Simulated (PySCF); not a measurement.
## Ti (titanium, neutral) across methods

[Ar] 3d2 4s2, high-spin 3F determinant. Computed with PySCF 2.14 in dyall-av2z, with the non-relativistic Hamiltonian (point nucleus).

| method | E (hartree) | mean ε 3d α (eV) | mean ε 4s α (eV) | mean ε 4s β (eV) | Σ⟨r²⟩ (bohr²) | ⟨S²⟩ |
| --- | --- | --- | --- | --- | --- | --- |
| PBE | -849.119 | -5.333 | -4.580 | -4.132 | 47.59 | 2.003 |
| LDA | -847.302 | -5.315 | -4.735 | -4.265 | 47.04 | 2.003 |
| wB97X-V | -849.231 | -9.434 | -6.798 | -6.442 | 47.77 | 2.002 |
| B3LYP | -849.381 | -6.738 | -5.023 | -4.667 | 47.46 | 2.002 |
| r2SCAN | -849.309 | -5.889 | -4.717 | -4.192 | 48.06 | 2.011 |
| PW91 | -849.378 | -5.412 | -4.630 | -4.163 | 47.53 | 2.003 |
| UHF | -848.40323 | -12.135 | -6.321 | -5.717 | 50.31 | 2.008 |
| PBE0 | -849.155 | -7.073 | -5.167 | -4.724 | 47.74 | 2.003 |
| TPSS | -849.378 | -5.564 | -4.609 | -4.098 | 47.81 | 2.003 |
